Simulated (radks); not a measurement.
Values are calculated unless marked as measured or tabulated.
Coulomb parameter of the 5d shell of the osmium ion Os2+ in the model configuration [Xe] 4f14 5d5 6s1, as a second difference U = [E(n + 1) + E(n - 1) - 2 E(n)] / (1)^2 with all orbitals relaxed. "Bare": the charge of the atom changes with n. "Screened": the 6s shell takes up the change at fixed total charge, which measures U(5d,5d) + U(6s,6s) - 2 U(5d,6s). Level of theory: Dirac Kohn-Sham, LDA (Slater exchange, Perdew-Wang correlation), spin-unpolarised, spherical densities, finite nucleus; open shells are shared between the two j in proportion to 2j + 1; Fermi nuclear charge, rms radius 5.4126 fm (a radial shooting solver on a logarithmic mesh with Libxc functionals).

[
 {"case": "start", "configuration": "[Xe] 4f14 5d5 6s1", "E - E(n) (eV)": "0.000"},
 {"case": "bare +1", "configuration": "[Xe] 4f14 5d6 6s1", "E - E(n) (eV)": "-19.846"},
 {"case": "bare -1", "configuration": "[Xe] 4f14 5d4 6s1", "E - E(n) (eV)": "31.608"},
 {"case": "screened +1", "configuration": "[Xe] 4f14 5d6", "E - E(n) (eV)": "-2.574"},
 {"case": "screened -1", "configuration": "[Xe] 4f14 5d4 6s2", "E - E(n) (eV)": "3.677"}
]

U(bare) = 11.763 eV, U(screened by 6s) = 1.102 eV.
